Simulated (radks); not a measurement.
F, configuration [He] 2s1 2p6 (not the ground configuration).

All-electron calculation, non-relativistic Kohn-Sham, PBEsol, spin-polarised, spherical densities, point nucleus; open shells are filled with parallel spins first. Program: a radial shooting solver on a logarithmic mesh with Libxc functionals.

Energy parts (eV):
| part | energy |
|---|---|
| total | -2685.485 |
| kinetic | 2677.595 |
| electron-nucleus | -6439.376 |
| Hartree | 1344.059 |
| exchange-correlation | -267.763 |

Orbitals (lengths in bohr, moments of r in powers of bohr; <r^-3> diverges for s and p1/2):
orbital  occ.  eigenvalue (eV)  <r^-3>
1s up       1        -661.5196       -
1s down     1        -660.5242       -
2s up       1         -31.1028       -
2s down     0         -29.0748       -
2p up       3         -12.3357   7.921
2p down     3         -10.6005   7.612

The highest occupied level is 2p down at -10.601 eV. The configuration is held as typed, so some empty levels lie below it. The spin density at the nucleus is 12.20 e/bohr^3 (1s 0.23, 2s 11.96), a Fermi contact field of 639 T. The electron density at the nucleus is 436.4 e/bohr^3. Virial ratio -V/T = 2.00295. Spin moment in Bohr magnetons: 1. The density falls to 0.001 e/bohr^3 at r = 3.16 bohr. Summed over all electrons, <r^2> = 11.05 bohr^2, which gives a Langevin (diamagnetic) susceptibility term of -8.75 x 10^-6 cm^3/mol.
